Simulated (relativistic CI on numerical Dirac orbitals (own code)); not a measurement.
**A ladder of approximations for the levels of Cl3+**

Calculated with a relativistic CI code on KLI orbitals (one set per configuration, finite nucleus), adding one ingredient at a time: step 1, Dirac-Coulomb, each configuration alone; step 2, with Breit and QED terms; step 3, with configuration mixing; step 4, with scaled Slater integrals (0.85); step 5, with a P86 correlation estimate; step 6, tied to the ionisation limit. P86 is a density functional for the correlation energy, evaluated here for each configuration and added to its levels. Step 6 is semi-empirical: configurations made of the next ion and one excited electron move by -10819 cm⁻¹, so that their limit matches the tabulated ionisation energy, and those with a non-penetrating f or g electron also take the P86 value of the least penetrating other one.

Configurations in the expansion (outside the closed core [Ne]): 3s²3p², 3s3p³, 3s²3p3d, 3s²3p4s, 3s²3p4p, 3s²3p5s, 3p⁴, 3s3p²3d, 3p³3d, 3s²3p4d, 3s²3d4p, 3s²3p4f, 3s²3d², 3s3d³, 3p²3d², 3p3d³, 3p3d²4s, 3p3d²4p, 3p3d²5s, 3s²3d4s, 3s3d²4s, 3s²4s², 3s3d4s².

Computed minus measured energy above the ground level, in cm⁻¹, for 12 of the 24 excited levels that pair in every step (one J of a term; a digit in brackets numbers repeated terms):

```tsv
Configuration	Term	J	Measured	Step 1	Step 2	Step 3	Step 4	Step 5	Step 6
3s²3p²	3P	1	491	22	0	-18	-7	-6	-7
3s²3p²	1D	2	13766	3115	3068	2354	159	164	158
3s²3p²	1S	0	32550	8147	8110	3289	-1252	-1236	-1241
3s3p³	3P°	2	120256	5608	5481	6383	4859	5466	3519
3s3p³	3S°	1	164721	11715	11595	7743	140	692	676
3s²3p3d	3P°	2	181643	-6382	-6503	17139	9449	10539	1860
3s²3p3d	3D°	1	187008	-7836	-7952	15832	8209	9330	280
3s²3p4s	3P°	0	215026	-1374	-1394	13547	8659	13008	2253
3s²3p4s	1P°	1	219454	176	104	14381	8858	13195	2494
3s²3p4p	3D	2	248026	-1525	-1598	13036	8553	13320	2607
3s²3p4p	3P	0	251471	-727	-785	14783	9385	14140	3390
3s²3p5s	3P°	0	312747	-4152	-4195	11361	6204	12408	1612
```

Mean absolute errors in cm⁻¹, over all paired levels and for the configurations:

| Configuration, levels | Step 1 | Step 2 | Step 3 | Step 4 | Step 5 | Step 6 |
| --- | --- | --- | --- | --- | --- | --- |
| all, 24 | 3839 | 3872 | 11142 | 6394 | 9191 | 1794 |
| 3s²3p², 4 | 2843 | 2800 | 1424 | 360 | 357 | 357 |
| 3s3p³, 3 | 7615 | 7491 | 6849 | 3291 | 3879 | 2588 |
| 3s²3p3d, 5 | 7227 | 7356 | 16339 | 8706 | 9816 | 898 |
| 3s²3p4s, 4 | 1037 | 1054 | 13766 | 8716 | 13063 | 2321 |
| 3s²3p4p, 5 | 1063 | 1146 | 14048 | 9018 | 13785 | 3040 |
| 3s²3p5s, 3 | 4107 | 4174 | 11387 | 6222 | 12425 | 1629 |

Measured levels: Moore, Atomic Energy Levels, vol. I, NSRDS-NBS 35 (1971 reprint of NBS Circular 467, 1949). The analysis dates from before 1960.

Q: What does each ingredient do to the ground and the excited configurations, and where is the model closest to experiment?

A: Terms of the ground configuration are off by 2843 at first, 1424 with mixing and 360 after scaling, which stands in for the correlation that narrows term splittings. The Breit and QED terms change the top of the ground term (measured 1341) from 1428 to 1365. Mixing lowers the ground level by 16901, with 3s3p²3d as its largest admixture; relative to it the configurations that move most are 3s²3p3d by +23696, 3s²3p5s by +15561, 3s²3p4p by +15194. Configurations whose own partners of that kind are not in the list rise by much of that lowering, so a short list can trade one imbalance for another. The P86 estimate moves 3s²3p5s by +6203, 3s²3p4p by +4768, 3s²3p4s by +4346, and takes the mean absolute error of the excited configurations from 7601 to 10958; it adds to levels that were already too high. Step 6 takes that error from 10958 to 2081; the error more than halves for 3s²3p3d, 3s²3p4s, 3s²3p4p, 3s²3p5s. The mean absolute error is lowest at step 6 (1794 cm⁻¹), and the largest single drop is from step 5 to 6 (9191 to 1794).
